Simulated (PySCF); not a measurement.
SMILES CC/C=C\[SeH] (C₄H₈Se), GFN2-xTB optimised geometry.

```
13

C      1.40    -1.57    -1.24
C      0.85    -0.88     0.00
C     -0.65    -0.88     0.00
C     -1.41     0.20     0.00
Se    -0.74     1.99     0.03
H      2.49    -1.57    -1.22
H      1.06    -2.60    -1.29
H      1.07    -1.05    -2.14
H      1.21    -1.40     0.89
H      1.21     0.16     0.04
H     -1.12    -1.85    -0.02
H     -2.49     0.15    -0.01
H     -2.05     2.60     0.00
```

Density from CAM-B3LYP/def2-TZVP (PySCF) at that geometry.

Minimum of the electron density along straight lines between bonded atoms, close to the bond critical point (lines longer than 1.1 times the sum of covalent radii, or with two minima, are not listed):

| bond | length / Å | ρ at the minimum / e bohr⁻³ | ∇²ρ there / e bohr⁻⁵ | position (fraction from the first atom) |
|---|---|---|---|---|
| C1–C2 | 1.527 | ___ | -0.61 | 0.50 |
| C2–C3 | 1.493 | 0.265 | -0.71 | 0.49 |
| C3–C4 | 1.324 | 0.358 | -1.10 | 0.49 |
| C4–Se5 | 1.912 | 0.160 | ___ | 0.49 |
| C1–H6 | 1.087 | 0.281 | -0.97 | 0.64 |
| C1–H7 | 1.088 | 0.280 | -0.97 | 0.64 |
| C1–H8 | 1.088 | 0.281 | -0.97 | 0.64 |
| C2–H9 | 1.094 | 0.278 | -0.96 | 0.64 |
| C2–H10 | 1.096 | 0.278 | -0.95 | 0.64 |
| C3–H11 | 1.083 | 0.285 | -1.01 | 0.64 |
| C4–H12 | 1.080 | 0.289 | -1.04 | 0.65 |
| Se5–H13 | 1.444 | 0.186 | ___ | 0.62 |

Complete the blanks.


- C1–C2, ρ at the minimum / e bohr⁻³: 0.245
- C4–Se5, ∇²ρ there / e bohr⁻⁵: -0.19
- Se5–H13, ∇²ρ there / e bohr⁻⁵: -0.34
